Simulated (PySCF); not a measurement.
Sn(H)2(SH)2 (H4S2Sn), SMILES [SH][SnH2][SH].

Coordinates come from a B3LYP-D3(BJ)/def2-SVP optimisation. The def2 effective core potentials stand for the cores of Sn; spin–orbit coupling is left out. The values are those of a single conformer.

The numbers are results of PBE/def2-TZVPD run with PySCF, not measurements.

Computed frontier levels, gap, dipole moment and polarisability:
| Property | Value |
|---|---|
| highest occupied level | -6.19 eV |
| lowest empty level | -2.24 eV |
| orbital gap | 3.94 eV |
| dipole moment | 0.77 D |
| quadrupole, principal values (traceless, Buckingham form, about the centre of nuclear charge) | -8.04, 2.89, 5.14 D·Å |
| mean static polarisability | 93.1 bohr³ (13.79 Å³) |
| polarisability, principal values | 76.7, 89.1, 113.4 bohr³ |
